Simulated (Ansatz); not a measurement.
Reaction (isomerisation): `C[SiH](F)C=N` → `C=C(F)[SiH2]N`

Isolated molecules relaxed with PBE0-D4/def2-TZVP in Ansatz; ΔE leaves out vibrations. CCSD(T)/CBS adds triple-zeta CCSD(T) − MP2 to the extrapolated MP2 energy (def2 sets, frozen cores). Functionals use def2-TZVPP. B3LYP here is the variant with VWN-RPA as its local correlation; programs differ in this. Each species was taken in one conformer, which may not be the lowest.

```tsv
level	ΔE (kJ/mol)	difference from CCSD(T)/CBS
PBE-D4	132.6	-10.1
r2SCAN-D4	137.7	-5.0
PBE0-D4	134.3	-8.4
ωB97X-V	137.3	-5.4
r2SCAN	137.7	-5.0
PBE0	134.3	-8.4
B3LYP	135.4	-7.3
HF/def2-TZVPP	139.2	-3.5
SCS-MP2/def2-TZVPP	146.2	3.5
CCSD/def2-TZVPP	144.2	1.5
HF/def2-QZVPP	139.9	-2.8
MP2/def2-QZVPP	146.3	3.6
SCS-MP2/def2-QZVPP	145.8	3.1
HF/CBS(def2)	140.0	-2.7
MP2/CBS(def2)	145.4	2.7
CCSD/CBS(def2)	142.8	0.1
CCSD(T)/CBS	142.7	0
```

Largest T1 diagnostic among the species: 0.012.

In def2-TZVPP, CCSD(T) changes the Hartree–Fock value by +4.9 kJ/mol (the triples alone add −0.1 kJ/mol) and MP2 by +7.6 kJ/mol.
